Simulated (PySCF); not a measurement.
A set of runs on `N#C[C@@H]1C[C@@H]2CC[C@H]1C2`; the geometry of each is named by its level. Settings lines and outputs come from a driver script.

Species: C8H11N.
SMILES with atom numbers: `[N:1]#[C:2][C@@H:3]1[CH2:4][C@@H:5]2[CH2:6][CH2:7][C@H:8]1[CH2:9]2` (hydrogens: H10 on C3; H11, H12 on C4; H13 on C5; H14, H15 on C6; H16, H17 on C7; H18 on C8; H19, H20 on C9)

Step 1: PBE0-D3(BJ)/def2-SVP geometry optimisation, gas phase (PySCF 2.14.0) (from the GFN2-xTB geometry)
```json
{"job": {"xc": "PBE0", "basis": "def2-SVP", "d3": "d3bj", "grid": 1, "kind": "geom"}, "charge": 0, "multiplicity": 1}
```
```
step   0  E = -365.53226617  max force = 0.033180
step   1  E = -365.53425220  max force = 0.001837
step   2  E = -365.53427173  max force = 0.000356
step   3  E = -365.53427363  max force = 0.000140
optimisation converged
```

Final energy -365.53427 Eh after 3 steps; dipole 4.14 D. Energies in Eh; «max force» is the largest Cartesian gradient component in Eh/bohr.

The run took 66 s on Arm Neoverse V1, one thread, no GPU (shared host).

Step 2: TDDFT B3LYP/def2-SVPD, vertical, gas phase, core orbitals frozen in the response (PySCF 2.14.0, density-fitted response routines) (on the PBE0-D3(BJ)/def2-SVP geometry)
```json
{"job": {"kind": "uv", "xc": "B3LYP", "basis": "def2-SVPD", "ip": true}, "charge": 0, "multiplicity": 1}
```
```
...
Static polarisability (au): isotropic 89.884, principal 82.020 85.107 102.526
Singlet excitations
state   eV       nm        f      main configurations
  1   7.4431    166.6   0.00183   H->L 0.31, H-1->L 0.20, H-1->L+1 0.15
  2   7.5858    163.4   0.00068   H->L 0.53, H-1->L+1 0.25, H-1->L 0.14
  3   7.7049    160.9   0.00392   H->L+1 0.35, H-1->L 0.19, H-3->L+1 0.08
  4   7.8440    158.1   0.00926   H->L+2 0.28, H-1->L+1 0.20, H->L 0.13
  5   8.0384    154.2   0.00666   H-1->L 0.41, H-1->L+2 0.16, H->L+1 0.10
  6   8.0801    153.4   0.00220   H-2->L 0.80
  7   8.3659    148.2   0.00544   H-3->L 0.33, H->L+1 0.23, H->L+2 0.15
  8   8.4064    147.5   0.01323   H-3->L 0.38, H->L+3 0.18, H->L+1 0.17
  9   8.5103    145.7   0.00231   H->L+2 0.28, H-2->L+2 0.14, H->L+3 0.14
 10   8.6452    143.4   0.00076   H-4->L 0.83
Triplet excitations (Tamm-Dancoff, eV): 6.2650 6.7802 6.7829 7.4290
Vertical ionisation energy (delta-SCF) = 10.4340 eV
```

HOMO -8.49 eV, LUMO -0.03 eV; lowest singlet 7.44 eV; lowest triplet 6.26 eV (Tamm–Dancoff); mean polarisability 89.9 au.

Time: 8.1 min of wall time. Hardware: an Arm Neoverse V1 with one thread, on a shared host.

Step 3: delta-SCF UKS SCAN, pcX-2 on the ionised atom, pcseg-1 elsewhere, spin-free X2C (PySCF 2.14.0) (on the PBE0-D3(BJ)/def2-SVP geometry)
```json
{"job": {"kind": "xps"}, "charge": 0, "multiplicity": 1}
```
```
...
ground state, core basis on atom 0 (N), 212 functions
  E(ground) = -366.14789116 Eh
hole in N 1s of atom 0
  E(ion) = -351.27828777 Eh   <S^2> = 0.8054   hole on atom = 1.000   binding energy = 404.623 eV
ground state, core basis on atom 1 (C), 212 functions
  E(ground) = -366.14122719 Eh
hole in C 1s of atom 1
  E(ion) = -355.41390888 Eh   <S^2> = 0.8152   hole on atom = 1.000   binding energy = 291.905 eV
ground state, core basis on atom 2 (C), 212 functions
  E(ground) = -366.13670460 Eh
hole in C 1s of atom 2
  E(ion) = -355.41359145 Eh   <S^2> = 0.7716   hole on atom = 1.000   binding energy = 291.791 eV
ground state, core basis on atom 3 (C), 212 functions
  E(ground) = -366.13577707 Eh
hole in C 1s of atom 3
  E(ion) = -355.44600071 Eh   <S^2> = 0.7699   hole on atom = 1.000   binding energy = 290.884 eV
ground state, core basis on atom 4 (C), 212 functions
  E(ground) = -366.13695446 Eh
hole in C 1s of atom 4
  E(ion) = -355.45181610 Eh   <S^2> = 0.7707   hole on atom = 1.000   binding energy = 290.757 eV
ground state, core basis on atom 5 (C), 212 functions
  E(ground) = -366.13580097 Eh
hole in C 1s of atom 5
  E(ion) = -355.45679207 Eh   <S^2> = 0.7698   hole on atom = 1.000   binding energy = 290.591 eV
ground state, core basis on atom 6 (C), 212 functions
  E(ground) = -366.13571963 Eh
hole in C 1s of atom 6
  E(ion) = -355.45678202 Eh   <S^2> = 0.7695   hole on atom = 1.000   binding energy = 290.589 eV
ground state, core basis on atom 7 (C), 212 functions
  E(ground) = -366.13692269 Eh
hole in C 1s of atom 7
  E(ion) = -355.44650512 Eh   <S^2> = 0.7712   hole on atom = 1.000   binding energy = 290.901 eV
...
```

N1s of N1 404.62 eV; C1s of C2 291.91 eV; C1s of C3 291.79 eV; C1s of C4 290.88 eV; C1s of C5 290.76 eV; C1s of C6 290.59 eV; C1s of C7 290.59 eV; C1s of C8 290.90 eV. SCF cycles are left out; they run on a coarse grid, and E(ground) and E(ion) are re-evaluated on a finer one. The log counts atoms from 0, this text from 1.

Time: 3.7 min wall. Hardware: one thread of an Arm Neoverse V1, on a shared host.

Geometry of the electronic-property runs (PBE0-D3(BJ)/def2-SVP):
```
atom  x, y, z in Å
N1    -2.2413    2.5523   -1.1850
C2    -1.9174    1.5086   -0.8015
C3    -1.4857    0.2068   -0.3134
C4    -0.7562    0.2549    1.0684
C5     0.5641   -0.4719    0.7814
C6     1.4492    0.4441   -0.0777
C7     0.7418    0.4269   -1.4584
C8    -0.4551   -0.5049   -1.2263
C9     0.1236   -1.5267   -0.2417
H10   -2.3890   -0.4201   -0.2401
H11   -0.6024    1.2842    1.4222
H12   -1.3517   -0.2706    1.8288
H13    1.0576   -0.8503    1.6876
H14    2.4713    0.0419   -0.1472
H15    1.5285    1.4555    0.3483
H16    0.4291    1.4255   -1.7976
H17    1.3950    0.0123   -2.2403
H18   -0.9055   -0.9026   -2.1459
H19   -0.6256   -2.2330    0.1493
H20    0.9620   -2.0988   -0.6676
```

